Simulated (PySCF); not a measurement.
# Radial density of Br (bromine, neutral)

UHF, [Ar] 3d10 4s2 4p5, 2P determinant. Computed with PySCF 2.14 in cc-pVTZ-PP with ECP10MDF, with scalar relativity through the core potential. This is the valence pseudo-density: the core potential removes the inner electrons and smooths the orbitals near the nucleus.

```
r (bohr)  4πr²ρ (e/bohr)  4πr²(ρα − ρβ)
0.000576       2.264e-05         0.0000
0.000968       6.390e-05         0.0000
 0.00163       0.0001795         0.0000
 0.00274       0.0004977         0.0000
 0.00461        0.001334         0.0000
 0.00775        0.003304         0.0000
  0.0130        0.007208         0.0000
  0.0219         0.01414         0.0000
  0.0369         0.02708         0.0000
  0.0620          0.1070         0.0000
   0.104          0.8489         0.0000
   0.176           5.455         0.0040
   0.295           21.62         0.0568
   0.497           34.10         0.0721
   0.835           12.02         0.0444
    1.41           4.750         0.5431
    2.36           2.472         0.3874
    3.98          0.2766         0.0365
    6.69        0.003423         0.0006
```

Energies and moments cover only the electrons outside the core potential.
